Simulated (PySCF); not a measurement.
# Deuteron quadrupole couplings in `C/C=C/[PH2+]C(C)C`

Compound: C6H14P (charge +1).
Numbering: `[CH3:1]/[CH:2]=[CH:3]/[PH2+:4][CH:5]([CH3:6])[CH3:7]` (hydrogens: H8, H9, H10 on C1; H11 on C2; H12 on C3; H13, H14 on P4; H15 on C5; H16, H17, H18 on C6; H19, H20, H21 on C7)

Geometry (GFN2-xTB, Å), atoms numbered from 1 in this order:
```xyz
21
C6H14P angstrom
C      3.353   -1.231   -0.605
C      2.292   -0.310   -0.157
C      1.131   -0.129   -0.797
P     -0.136    0.976   -0.226
C     -1.693    0.165    0.300
C     -1.400   -0.722    1.508
C     -2.735    1.241    0.600
H      3.087   -1.748   -1.522
H      3.560   -1.962    0.176
H      4.278   -0.675   -0.759
H      2.497    0.241    0.754
H      0.897   -0.669   -1.708
H     -0.438    1.895   -1.209
H      0.350    1.724    0.821
H     -2.026   -0.455   -0.543
H     -0.637   -1.465    1.283
H     -2.305   -1.248    1.803
H     -1.069   -0.124    2.357
H     -3.664    0.770    0.914
H     -2.403    1.894    1.405
H     -2.949    1.848   -0.279
```

Level: PBE0/pcSseg-1 (PySCF, non-relativistic); Q(2H) = 0.00286 b; rigid geometry, the same for H and D, with no vibrational averaging.

Question: Rank these positions by the coupling χzz of a deuteron there, largest first.
A. H14 (P–H hydrogen)
B. H12 (vinylic hydrogen)
C. H9 (methyl hydrogen)
D. H15 (methine hydrogen)

Answer: B (212 kHz), C (205 kHz), D (191 kHz), A (136 kHz).

Q: Give the electric field gradient Vzz (the principal value of largest size), its asymmetry and the 2H coupling at each hydrogen.

A: 
| atom | bonded to | bond length (Å) | Vzz (au) | η | χzz (kHz) |
| --- | --- | --- | --- | --- | --- |
| H8 | C1 | 1.086 | 0.3101 | 0.05 | 208 |
| H9 | C1 | 1.090 | 0.3044 | 0.04 | 205 |
| H10 | C1 | 1.090 | 0.3044 | 0.04 | 205 |
| H11 | C2 | 1.084 | 0.3096 | 0.05 | 208 |
| H12 | C3 | 1.084 | 0.3151 | 0.12 | 212 |
| H13 | P4 | 1.379 | 0.1984 | 0.01 | 133 |
| H14 | P4 | 1.376 | 0.2028 | 0.02 | 136 |
| H15 | C5 | 1.098 | 0.2840 | 0.04 | 191 |
| H16 | C6 | 1.089 | 0.3053 | 0.04 | 205 |
| H17 | C6 | 1.087 | 0.3096 | 0.04 | 208 |
| H18 | C6 | 1.089 | 0.3057 | 0.05 | 205 |
| H19 | C7 | 1.087 | 0.3088 | 0.04 | 208 |
| H20 | C7 | 1.089 | 0.3056 | 0.05 | 205 |
| H21 | C7 | 1.089 | 0.3064 | 0.04 | 206 |

Q: Average by the element that carries the hydrogen.

A: on C: 205 kHz over 12 positions, mean bond length 1.089 Å; on P: 135 kHz over 2 positions, mean bond length 1.378 Å.

Q: How does χzz go with the bond length over the 12 C–H bonds?

A: A straight-line fit has a slope of -13.3 kHz for each 0.01 Å, with a correlation coefficient of -0.97, over lengths from 1.084 to 1.098 Å. The longer bonds have the smaller couplings here.

Q: Give the 2H NMR doublet splittings at H13 for a magnetic field along the z, y and x axes of the gradient: 3χ/2, 3χ(1 + η)/4, 3χ(1 − η)/4.

A: With |χ| = 133.4 kHz and η = 0.012: 200, 101 and 99 kHz, to first order and without motion.

Isolated species at its GFN2-xTB geometry (one conformer only). GFN2-xTB bond lengths can be off by several hundredths of an ångström, more for odd bonds, and the gradients follow them. These gradients aren't converged with respect to the basis.
